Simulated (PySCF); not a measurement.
Basis and Hamiltonian dependence of the excitation energy of Cd⁺

Cd⁺ [Kr] 4d10 5s1 (2S) → Cd⁺ [Kr] 4d9 5s2 (2D). All values are computed (PySCF 2.14, energy differences of UHF-based or UKS calculations, no spin-orbit coupling). Values in eV.

| basis | Hamiltonian | functions | UHF | r2SCAN | PBE0 | MP2 (valence) | CCSD(T) (valence) | CCSD(T) (valence and next inner shell) |
| --- | --- | --- | --- | --- | --- | --- | --- | --- |
| ANO-RCC-VTZP | spin-free X2C | 68 | 8.896 | 8.985 | 8.911 | 9.062 | 8.843 | 8.618 |
| aug-cc-pwCVDZ-PP with ECP28MDF | ECP | 70 | 8.914 | 8.735 | 8.760 | 9.270 | 9.038 | 8.616 |
| Sapporo-DKH3-TZP-2012 | spin-free X2C | 78 | 8.866 | n/a | n/a | n/a | n/a | 8.644 |
| x2c-TZVPPall | spin-free X2C | 79 | 8.892 | 9.025 | 8.975 | 9.301 | 9.052 | 8.773 |
| def2-QZVPPD with the def2 core potential (28 electrons) | ECP | 88 | 8.876 | 8.678 | 8.710 | 9.239 | 9.019 | n/a |
| aug-cc-pVTZ-PP with ECP28MDF | ECP | 88 | 8.868 | 8.664 | 8.698 | 9.196 | 8.975 | n/a |
| x2c-TZVPPall with one added diffuse shell each of s, p, d, f type | spin-free X2C | 95 | 8.893 | 9.018 | 8.969 | 9.279 | 9.049 | 8.772 |
| aug-cc-pVTZ-PP with one added diffuse shell each of s, p, d, f, g type with ECP28MDF | ECP | 113 | 8.864 | 8.660 | 8.694 | 9.182 | n/a | n/a |
| x2c-QZVPPall | spin-free X2C | 118 | 8.858 | 8.952 | 8.891 | 9.188 | n/a | n/a |

Frozen in the all-electron rows: valence and next inner shell: [Ar] 3d10; valence: [Kr]; with a core potential, the same shells as far as they lie outside it.

Reference for a calculation without spin-orbit coupling: 8.866 eV (measured, between term centres; NIST).
